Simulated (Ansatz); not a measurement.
Harmonic frequencies (cm⁻¹) at PBE0-D4/def2-TZVP from Ansatz: 133, 153, 159, 171, 180, 189, 404, 515, 543, 544, 566, 630, 682, 740, 1202, 1409, 1415, 3025, 3113, 3131, 3920.

Each molecule was computed in one conformer, which needn't be the lowest.

Task: Which molecule is it?
A. `[NH2][Ta]([NH2])(=[O])[OH]`
B. `[CH3][Ta]([NH2])(=[S])[Cl]`
C. `[NH]=[Ta]([NH2])([NH2])[Cl]`
D. `[CH3][Ta]([OH])([F])=[S]`

Result: D.
